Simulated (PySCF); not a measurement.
These compounds are isomers of formula C₅H₅NO.

A. SMILES N#C[C@@H]1CCC1=O
B. `C=Cc1cnoc1`
C. pyrrole-2-carboxaldehyde

Spectrum 1. 13C{1H} NMR (computed): δ 162.9 (CH), 149.9 (CH), 131.3 (CH), 127.8 (C), 120.8 (CH2).

Spectrum 2. 13C{1H} NMR (computed): δ 182.6 (CH), 137.2 (C), 127.8 (CH), 124.7 (CH), 116.5 (CH).

Spectrum 3. 13C{1H} NMR (computed): δ 202.5 (C), 120.2 (C), 49.5 (CH2), 46.4 (CH), 17.9 (CH2).

Fast rotation and ring inversion assumed for equivalent nuclei, no solvent, no relativistic terms, one conformer. Shieldings: GIAO PBE0/pcSseg-1; GFN2-xTB geometry; PySCF.

δ = σ(ref) − σ, references computed at the same level: TMS for 13C (σ = 186.93 ppm). Shifts are as computed. Against solution values, carbons near 30 ppm lie about +3 ppm off and those near 130 ppm about +5 ppm (rms about the fit 2.1 ppm; single classes can miss by 10 ppm). Of 1328 compounds with measured shifts, 309 miss one by over three times the rms of a fit or turn the order of signals round; such compounds aren't used in these exercises. Signals without a measured value on file couldn't be tested in this way; 1H shifts scatter by 0.2 ppm about their fit, and single ones miss by 0.5 ppm.

Which spectrum belongs to which compound?

Answers

1–B, 2–C, 3–A.

- Spectrum 1 (B): 5 13C signals; δC 149.9 is an aromatic CH next to a ring nitrogen; δC 131.3 is an alkene CH.
- Spectrum 2 (C): 5 13C signals; δC 182.6 is an aldehyde carbonyl carbon; δC 137.2 is a substituted aromatic carbon next to a ring nitrogen.
- Spectrum 3 (A): 5 13C signals; δC 202.5 is a ketone carbonyl carbon; δC 120.2 is a nitrile carbon.
